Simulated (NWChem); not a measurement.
System: MoNH3S2O; SMILES [S]=[Mo]([NH2])(=[S])[OH]

NWChem input:

```
start job
memory heap 200 mb stack 900 mb global 1100 mb
geometry units angstroms noautoz
  Mo    -0.267827    -0.026844     0.000000
  S      0.925089     0.239198    -1.750840
  S      0.925089     0.239198     1.750840
  O     -1.700015     1.197871     0.000000
  H     -1.560151     2.163839     0.000000
  N     -0.996338    -1.802654     0.000000
  H     -1.119032    -2.365735    -0.848711
  H     -1.119032    -2.365735     0.848711
end
basis spherical
  Mo library def2-svp
  S library def2-svp
  O library def2-svp
  H library def2-svp
  N library def2-svp
end
ecp
  Mo library def2-ecp
end
dft
  xc m06-2x
  grid xcoarse
  iterations 150
  mulliken
end
task dft gradient
```

NWChem printed, in part:

```
             Northwest Computational Chemistry Package (NWChem) 7.3.0
             --------------------------------------------------------

 CS  symmetry detected

                             Geometry "geometry" -> ""
                             -------------------------

 Output coordinates in angstroms (scale by  1.889725989 to convert to a.u.)

  No.       Tag          Charge          X              Y              Z
 ---- ---------------- ---------- -------------- -------------- --------------
    1 Mo                  42.0000    -0.20544173     0.01108715     0.00000000
    2 S                   16.0000     1.01664772    -0.00692118     1.75084000
    3 S                   16.0000     1.01664772    -0.00692118    -1.75084000
    4 O                    8.0000    -1.31437600     1.53468621     0.00000000
    5 H                    1.0000    -0.95419747     2.44183975     0.00000000
    6 N                    7.0000    -1.32610853    -1.54722455     0.00000000
    7 H                    1.0000    -1.57610461    -2.06647014     0.84871100
    8 H                    1.0000    -1.57610461    -2.06647014    -0.84871100

 Effective nuclear repulsion energy (a.u.)     688.3433202379

      Symmetry information
      --------------------

 Group name             Cs
 Group number              2
 Group order               2
 No. of unique centers     6

                                 NWChem DFT Module
                                 -----------------

 Summary of "ao basis" -> "ao basis" (spherical)
 ------------------------------------------------------------------------------
       Tag                 Description            Shells   Functions and Types
 ---------------- ------------------------------  ------  ---------------------
 Mo                         def2-svp                11       31   5s3p2d1f
 S                          def2-svp                 8       18   4s3p1d
 O                          def2-svp                 6       14   3s2p1d
 H                          def2-svp                 3        5   2s1p
 N                          def2-svp                 6       14   3s2p1d

      Symmetry analysis of basis
      --------------------------

        a'         68
        a"         42

            General Information
            -------------------
          SCF calculation type: DFT
          Wavefunction type:  closed shell.
          No. of atoms     :     8
          No. of electrons :    64
           Alpha electrons :    32
            Beta electrons :    32
          Charge           :     0
          Spin multiplicity:     1
          Use of symmetry is: on ; symmetry adaption is: on
          Maximum number of iterations: 150
          AO basis - number of functions:   110
                     number of shells:    48
          Convergence on energy requested:  1.00D-06
          Convergence on density requested:  1.00D-05
          Convergence on gradient requested:  5.00D-04

              XC Information
              --------------
                       M06-2X Method XC Functional
                     Hartree-Fock (Exact) Exchange  0.540
                        M06-2X Exchange Functional  1.000
                      M06-2X Correlation Potential  1.000

             Grid Information
             ----------------
          Grid used for XC integration:  xcoarse
          Radial quadrature: Mura-Knowles
          Angular quadrature: Lebedev.
          Tag              B.-S. Rad. Rad. Pts. Rad. Cut. Ang. Pts.
          ---              ---------- --------- --------- ---------
          Mo                  1.45       84           8.0       194
          S                   1.00       42          10.0       194
          O                   0.60       21          10.0       194
          H                   0.35       21          11.0       194
          N                   0.65       21          10.0       194
          Grid pruning is: on
          Number of quadrature shells:   210
          Spatial weights used:  Erf1

      Superposition of Atomic Density Guess
      -------------------------------------

 Sum of atomic energies:       -1002.41979732

      Non-variational initial energy
      ------------------------------

 Total energy =    -993.360441
 1-e energy   =   -2053.111924
 2-e energy   =     727.496862
 HOMO         =      -0.316460
 LUMO         =      -0.074591

      Symmetry analysis of molecular orbitals - initial
      -------------------------------------------------

  Numbering of irreducible representations:

     1 a'          2 a"

  Orbital symmetries:

     1 a'          2 a"          3 a'          4 a'          5 a'
     6 a"          7 a'          8 a"          9 a'         10 a'
    11 a"         12 a"         13 a'         14 a'         15 a'
    16 a"         17 a'         18 a'         19 a'         20 a"
    21 a'         22 a"         23 a'         24 a'         25 a"
    26 a'         27 a'         28 a"         29 a'         30 a"
    31 a'         32 a"         33 a"         34 a'         35 a"
    36 a'         37 a'         38 a'         39 a'         40 a"
    41 a'         42 a'

     ---------------------------------------------
      Total Density - Mulliken Population Analysis
     ---------------------------------------------

    Atom       Charge   Shell Charges
 -----------   ------   -------------------------------------------------------
    1 Mo  14    11.75  -0.39  1.55  0.86  0.36  0.05  5.94  0.39  0.19  2.16  0.59  0.05
    2 S   16    16.75   2.00  1.99  1.25  0.65  5.94  1.92  2.96  0.03
    3 S   16    16.75   2.00  1.99  1.25  0.65  5.94  1.92  2.96  0.03
    4 O    8     8.87   1.99  1.11  0.68  3.09  1.99  0.00
    5 H    1     0.62   0.51  0.06  0.06
    6 N    7     7.82   1.99  1.04  0.49  2.56  1.73  0.01
    7 H    1     0.72   0.57  0.11  0.04
    8 H    1     0.72   0.57  0.11  0.04

   convergence    iter        energy       DeltaE   RMS-Dens  Diis-err
 ---------------- ----- ----------------- --------- --------- ---------
 d= 0,ls=0.0,diis     1   -995.5622653491 -1.33D+03  3.87D-02  2.74D+00
 d= 0,ls=0.0,diis     2   -991.8502796968  3.71D+00  3.04D-02  3.18D+01
 d= 0,ls=0.0,diis     3   -995.9093838157 -4.06D+00  4.35D-03  3.58D-01
 d= 0,ls=0.0,diis     4   -995.9288965181 -1.95D-02  1.99D-03  1.41D-01
 d= 0,ls=0.0,diis     5   -995.9451381836 -1.62D-02  3.21D-04  1.72D-03
  Resetting Diis
 d= 0,ls=0.0,diis     6   -995.9452967085 -1.59D-04  1.46D-04  6.83D-04
 d= 0,ls=0.0,diis     7   -995.9453727906 -7.61D-05  1.57D-04  6.32D-05
 d= 0,ls=0.0,diis     8   -995.9453377389  3.51D-05  1.16D-04  3.67D-04
 d= 0,ls=0.0,diis     9   -995.9453828139 -4.51D-05  2.24D-05  1.36D-05
 d= 0,ls=0.0,diis    10   -995.9453845286 -1.71D-06  1.73D-05  9.31D-07
 d= 0,ls=0.0,diis    11   -995.9453849637 -4.35D-07  1.14D-05  1.42D-07
 d= 0,ls=0.0,diis    12   -995.9453850673 -1.04D-07  1.86D-06  1.81D-08

         Total DFT energy =     -995.945385067275
      One electron energy =    -2057.592763569774
           Coulomb energy =      804.903083709153
    Exchange-Corr. energy =      -75.510327139679
 Nuclear repulsion energy =      332.254621933026

 Numeric. integr. density =       63.997494603079

                  Occupations of the irreducible representations
                  ----------------------------------------------

                     irrep           alpha         beta
                     --------     --------     --------
                     a'               20.0         20.0
                     a"               12.0         12.0

                       DFT Final Molecular Orbital Analysis
                       ------------------------------------

 Vector   30  Occ=2.000000D+00  E=-3.420438D-01  Symmetry=a"
              MO Center=  3.1D-01,  2.2D-01, -2.4D-13, r^2= 4.2D+00
   Bfn.  Coefficient  Atom+Function         Bfn.  Coefficient  Atom+Function
  ----- ------------  ---------------      ----- ------------  ---------------
    16      0.352542  1 Mo d -1              43      0.316433  2 S  py
    61     -0.316433  3 S  py                73     -0.278796  4 O  pz
    40      0.239648  2 S  py                58     -0.239648  3 S  py
    76     -0.239739  4 O  pz                37      0.135198  2 S  py
    55     -0.135198  3 S  py                 8      0.097736  1 Mo pz

 Vector   31  Occ=2.000000D+00  E=-3.268870D-01  Symmetry=a'
              MO Center=  4.8D-01, -1.8D-01,  5.1D-13, r^2= 4.7D+00
   Bfn.  Coefficient  Atom+Function         Bfn.  Coefficient  Atom+Function
  ----- ------------  ---------------      ----- ------------  ---------------
    43      0.341283  2 S  py                61      0.341283  3 S  py
    40      0.255647  2 S  py                58      0.255647  3 S  py
    91      0.191647  6 N  py                15      0.165977  1 Mo d -2
    90     -0.154150  6 N  px                94     -0.152658  6 N  py
    93      0.151117  6 N  px                37      0.144171  2 S  py

 Vector   32  Occ=2.000000D+00  E=-2.970012D-01  Symmetry=a"
              MO Center=  8.7D-01,  2.5D-02,  1.7D-13, r^2= 4.6D+00
   Bfn.  Coefficient  Atom+Function         Bfn.  Coefficient  Atom+Function
  ----- ------------  ---------------      ----- ------------  ---------------
    42      0.421484  2 S  px                60     -0.421484  3 S  px
    39      0.293258  2 S  px                57     -0.293258  3 S  px
    36      0.165387  2 S  px                54     -0.165387  3 S  px
    44     -0.163660  2 S  pz                62     -0.163660  3 S  pz
    41     -0.120293  2 S  pz                59     -0.120293  3 S  pz

 Vector   33  Occ=0.000000D+00  E=-7.870894D-02  Symmetry=a"
              MO Center=  2.2D-01, -6.5D-02, -6.0D-15, r^2= 3.3D+00
   Bfn.  Coefficient  Atom+Function         Bfn.  Coefficient  Atom+Function
  ----- ------------  ---------------      ----- ------------  ---------------
    16      0.732224  1 Mo d -1              43     -0.368903  2 S  py
    61      0.368903  3 S  py                21      0.196205  1 Mo d -1
    40     -0.187425  2 S  py                58      0.187425  3 S  py
   102      0.152809  7 H  s                107     -0.152809  8 H  s
    18     -0.139672  1 Mo d  1              44      0.127157  2 S  pz

 Vector   34  Occ=0.000000D+00  E=-6.745850D-02  Symmetry=a'
              MO Center=  2.7D-02, -5.7D-02, -3.0D-14, r^2= 3.1D+00
   Bfn.  Coefficient  Atom+Function         Bfn.  Coefficient  Atom+Function
  ----- ------------  ---------------      ----- ------------  ---------------
    19      0.649984  1 Mo d  2              17     -0.428905  1 Mo d  0
    42     -0.280687  2 S  px                60     -0.280687  3 S  px
    93      0.203262  6 N  px                44      0.185336  2 S  pz
    62     -0.185336  3 S  pz                24      0.175489  1 Mo d  2
    90     -0.167927  6 N  px                83      0.138103  5 H  s

 Vector   35  Occ=0.000000D+00  E=-2.386762D-02  Symmetry=a"
              MO Center=  6.7D-02,  8.7D-02,  1.5D-13, r^2= 3.6D+00
   Bfn.  Coefficient  Atom+Function         Bfn.  Coefficient  Atom+Function
  ----- ------------  ---------------      ----- ------------  ---------------
    18      0.648532  1 Mo d  1              44     -0.486434  2 S  pz
    62     -0.486434  3 S  pz                23      0.413381  1 Mo d  1
    35      0.379605  2 S  s                 53     -0.379605  3 S  s
    16      0.226322  1 Mo d -1               8     -0.211231  1 Mo pz
    76     -0.193823  4 O  pz                41     -0.182053  2 S  pz

     ---------------------------------------------
      Total Density - Mulliken Population Analysis
     ---------------------------------------------

    Atom       Charge   Shell Charges
 -----------   ------   -------------------------------------------------------
    1 Mo  14    13.47  -0.40  1.61  0.83  0.33 -0.01  6.00  0.56  0.26  3.48  0.76  0.07
    2 S   16    16.12   2.00  1.99  1.26  0.63  5.93  1.76  2.51  0.04
    3 S   16    16.12   2.00  1.99  1.26  0.63  5.93  1.76  2.51  0.04
    4 O    8     8.49   1.99  1.05  0.74  2.82  1.88  0.01
    5 H    1     0.74   0.64  0.04  0.07
    6 N    7     7.45   1.99  1.00  0.49  2.42  1.55  0.01
    7 H    1     0.80   0.68  0.08  0.04
    8 H    1     0.80   0.68  0.08  0.04

     -------------------------------------------
      Total Density - Lowdin Population Analysis
     -------------------------------------------

    Atom       Charge   Shell Charges
 -----------   ------   -------------------------------------------------------
    1 Mo  14    14.57   0.00  0.98  0.94  0.35  0.14  5.66  1.03  0.50  3.19  1.67  0.10
    2 S   16    15.76   2.00  1.96  0.97  0.66  5.82  1.86  2.45  0.04
    3 S   16    15.76   2.00  1.96  0.97  0.66  5.82  1.86  2.45  0.04
    4 O    8     8.16   1.97  0.88  0.60  2.68  2.02  0.01
    5 H    1     0.87   0.53  0.16  0.18
    6 N    7     7.10   1.97  0.72  0.43  2.23  1.72  0.02
    7 H    1     0.88   0.57  0.19  0.12
    8 H    1     0.88   0.57  0.19  0.12

     Multipole analysis of the density
     ---------------------------------

     L   x y z        total         alpha         beta         nuclear
     -   - - -        -----         -----         ----         -------
     0   0 0 0     -0.000000    -32.000000    -32.000000     64.000000

     1   1 0 0     -0.802842     -5.836621     -5.836621     10.870400
     1   0 1 0     -0.350171      0.118238      0.118238     -0.586647
     1   0 0 1      0.000000      0.000000      0.000000      0.000000

     2   2 0 0    -47.281197   -140.904595   -140.904595    234.527993
     2   1 1 0      3.742148     -1.971697     -1.971697      7.685542
     2   1 0 1     -0.000000     -0.000000     -0.000000      0.000000
     2   0 2 0    -37.287281   -108.109253   -108.109253    178.931226
     2   0 1 1      0.000000      0.000000      0.000000      0.000000
     2   0 0 2    -47.154590   -201.299744   -201.299744    355.444898

            General Information
            -------------------
          SCF calculation type: DFT
          Wavefunction type:  closed shell.
          No. of atoms     :     8
          No. of electrons :    64
           Alpha electrons :    32
            Beta electrons :    32
          Charge           :     0
          Spin multiplicity:     1
          Use of symmetry is: on ; symmetry adaption is: on
          Maximum number of iterations: 150
          AO basis - number of functions:   110
                     number of shells:    48
          Convergence on energy requested:  1.00D-06
          Convergence on density requested:  1.00D-05
          Convergence on gradient requested:  5.00D-04

              XC Information
              --------------
                       M06-2X Method XC Functional
                     Hartree-Fock (Exact) Exchange  0.540
                        M06-2X Exchange Functional  1.000
                      M06-2X Correlation Potential  1.000

[...]

                         DFT ENERGY GRADIENTS

    atom               coordinates                        gradient
                 x          y          z           x          y          z
   1 Mo     -0.388229   0.020952   0.000000   -0.015804   0.008197   0.000000
   2 S       1.921186  -0.013079   3.308608    0.013263  -0.000231   0.018553
   3 S       1.921186  -0.013079  -3.308608    0.013263  -0.000231  -0.018553
   4 O      -2.483810   2.900136   0.000000   -0.007088  -0.002410   0.000000
   5 H      -1.803172   4.614408   0.000000    0.003756   0.006086   0.000000
   6 N      -2.505982  -2.923830   0.000000   -0.003152  -0.002322   0.000000
   7 H      -2.978406  -3.905062   1.603831   -0.002119  -0.004545   0.006706
   8 H      -2.978406  -3.905062  -1.603831   -0.002119  -0.004545  -0.006706
```

Level: M06-2X/def2-SVP with def2 effective core potentials on Mo. Coordinates come from a PBE-D3(BJ)/def2-SVP optimisation. No frequency run checked for a minimum. def2 effective core potentials on Mo; no spin-orbit coupling.
